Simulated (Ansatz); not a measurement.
Cd₉S₈Cl₂, relaxed as a singlet with RKS PBE-D4/def2-SVP in Ansatz, starting from the GFN1-xTB geometry. Force threshold 0.03 eV/Å.

In the def2 sets Cd takes a core potential; there is no spin–orbit coupling. Single mean-field runs in def2-SVP are fitted with def2-universal-jkfit.

Start:

Cartesian coordinates in Å:
```
S -4.178 -1.860 -1.210
S -2.459 2.216 0.156
S 2.847 -2.186 2.172
S 1.695 1.979 1.623
S -0.136 -1.209 -0.089
S -1.487 1.024 -3.313
S 2.899 0.202 -2.050
S 1.124 4.303 -1.819
Cd -2.226 -2.683 -0.277
Cd 0.434 -2.523 1.970
Cd -0.629 1.116 1.245
Cd -3.010 0.269 -1.376
Cd -0.909 3.007 -1.732
Cd 2.296 0.086 2.925
Cd 2.501 -1.113 -0.066
Cd 2.275 2.478 -0.886
Cd 0.477 -0.078 -2.537
Cl -1.124 -4.431 1.634
Cl -0.388 -0.597 3.629
```

(1) Estimate the energy that the relaxation releases and the steps that it takes.

(2) Does the start keep its bonding?

(3) Predict the relaxed structure.

Answers

(1) 15.6 kcal/mol, in 20 steps; 86 s on 2 threads of AMD EPYC 7R13 on a shared host and a share (18 GiB) of an NVIDIA H100 80GB HBM3. The force fell under the threshold at step 19, but the optimiser went on. No frequencies were taken in this run, so the end may be a saddle point.

(2) Bonds lost: S5–Cd17 (atoms count from 1). Bonds formed: S8–Cd17 (atoms count from 1).

(3) 
```xyz
19

S    -4.139   -1.942   -1.212
S    -2.576    2.014    0.210
S     2.894   -2.260    1.923
S     1.646    2.253    1.989
S    -0.273   -1.199   -0.074
S    -1.471    1.140   -3.503
S     3.121    0.388   -1.959
S     1.163    3.670   -2.199
Cd   -2.488   -2.852    0.178
Cd    0.359   -2.546    2.071
Cd   -0.612    1.061    1.350
Cd   -2.625   -0.039   -1.575
Cd   -1.140    2.954   -1.582
Cd    2.309    0.018    2.625
Cd    2.283   -1.268   -0.380
Cd    2.274    2.365   -0.428
Cd    0.928    1.072   -3.014
Cl   -1.425   -4.313    1.932
Cl   -0.227   -0.518    3.647
```
Bond lengths (bridged metal pairs left out): 24 × Cd–S 2.34 to 2.78 Å; 5 × Cd–Cl 2.51 to 2.81 Å.
